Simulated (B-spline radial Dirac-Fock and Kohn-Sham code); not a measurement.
Two-hole binding energies of S⁶⁺

System: S⁶⁺ in the configuration 1s2 2s2 2p6.

Calculated with a radial B-spline solver, using Dirac-Fock energy differences between relaxed states, corrected for Breit and QED terms. U is the two-hole binding energy less the two single-hole energies, the effective repulsion of the holes after relaxation. Each two-hole energy is an average over J within one jj subconfiguration.

```csv
holes,E(a) (eV),E(b) (eV),E(ab) (eV),U (eV)
1s⁻²,2595.3,2595.3,5420.5,229.9
1s⁻¹ 2p1/2⁻¹,2595.3,280.6,2942.9,66.9
1s⁻¹ 2p3/2⁻¹,2595.3,279.4,2941.2,66.5
2s⁻²,344.2,344.2,737.2,48.9
2s⁻¹ 2p1/2⁻¹,344.2,280.6,669.7,44.9
2s⁻¹ 2p3/2⁻¹,344.2,279.4,?,?
2p1/2⁻²,280.6,280.6,614.6,53.4
2p1/2⁻¹ 2p3/2⁻¹,280.6,279.4,610.4,50.4
2p3/2⁻²,279.4,279.4,610.0,51.3
```

Q: Give the missing two-hole energy and U.

A: E(ab) = 668.4 eV and U = 44.8 eV.
